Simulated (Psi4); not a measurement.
Pair of molecules, SMILES Cl with SMILES C#C (the first has 2 atoms); geometry from B3LYP-D3(BJ)/def2-TZVP, rigid monomers moved along the line of their centres of mass till H2···C4 is 2.74 Å.
(charge 0, multiplicity 1):
```xyz
6

Cl    -0.1177     0.5380    -0.4665
H     -0.1237     0.3436     0.8106
C     -0.5531    -0.4734     3.3888
C      0.2932     0.3647     3.5159
H     -1.3044    -1.2182     3.2804
H      1.0445     1.1082     3.6327
```

Computed with Psi4 with SAPT0/jun-cc-pV(D+d)Z.

Problem. Which attractive term is largest, and how does the interaction split up?

Solution. electrostatics -11.5, exchange 9.1, induction -3.6, dispersion -4.1, total -10.0 kJ/mol; the largest attraction is electrostatics.
